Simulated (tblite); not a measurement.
C5H8S2.
Structure used (GFN2-xTB), in Å, numbered top down from 1:
```
atom  x, y, z in Å
C1     2.4027    0.1981   -0.4131
C2     1.1292    0.5200   -0.2788
C3    -0.0212   -0.1414   -0.9738
C4    -0.9864   -0.8462   -0.0102
C5    -1.6689    0.1142    0.9521
S6    -0.4593    0.8248    2.1243
S7     0.6588    1.8918    0.7779
H8     3.1777    0.7275    0.1127
H9     2.7132   -0.6027   -1.0644
H10   -0.5733    0.6196   -1.5340
H11    0.3686   -0.8739   -1.6833
H12   -1.7539   -1.3592   -0.5954
H13   -0.4389   -1.5981    0.5632
H14   -2.1549    0.9377    0.4283
H15   -2.3978   -0.4043    1.5725
```

Level: GFN2-xTB in tblite, geometry and Hessian alike; calculated harmonic values, unscaled, isolated species. The method is semi-empirical: single wavenumbers can be off by several per cent or more. One conformer, not necessarily the lowest.

Harmonic wavenumbers (cm⁻¹): 77.0, 147.0, 260.8, 263.0, 329.7, 354.5, 423.4, 495.2, 564.9, 630.9, 671.3, 690.4, 847.7, 870.3, 894.9, 902.5, 971.9, 1021.5, 1090.8, 1095.6, 1150.7, 1182.4, 1225.7, 1256.7, 1316.3, 1338.2, 1393.1, 1431.4, 1464.3, 1475.0, 1694.0, 2951.8, 2963.3, 2978.0, 2981.6, 2988.4, 3010.0, 3092.9, 3137.3.

A = 2503, B = 1907, C = 1266 MHz; mass 132.007 u (most abundant isotopes); point group C1, symmetry number 1.

Q: What is the zero-point energy?

A: Half the sum of the wavenumbers: 25817 cm⁻¹ = 73.81 kcal/mol.

Q: Entropy at 273.15 K, 1 bar (ideal gas, RRHO, classical rotation)?

A: Translation 40.14, rotation 28.11, vibration 14.88: S = 83.1 cal/(mol K).

Q: And Cp and H(273.15 K) − H(0)?

A: Cp = 27.80 cal/(mol K), of which vibrations give 19.85 (their classical limit is 39 R = 77.5); H(273.15 K) − H(0) = 4.58 kcal/mol without the zero-point energy, 2.40 from vibrations.

Q: What must be added to the electronic energy to get the Gibbs energy at 273.15 K and 1 bar?

A: ZPE + [H(273.15 K) − H(0)] − T·S = 73.81 + 4.58 − 22.71 = 55.68 kcal/mol.

Q: Blend soft modes into free rotors: weight 1/[1 + (100 cm⁻¹/ν̃)⁴] for the oscillator and the rest for a rotor with moment μB/(μ + B), μ = h/(8π²ν), B = 10⁻⁴⁴ kg m². What vibrational entropy results?

A: 14.31 cal/(mol K) in place of 14.88, which changes −T·S at 273.15 K by +0.16 kcal/mol.

Hindered rotation and anharmonicity are outside this model. Other conformers, if any are populated, would add a mixing term that is left out. The structure is chiral; the term R ln 2 for an equal mix with its mirror image is left out.
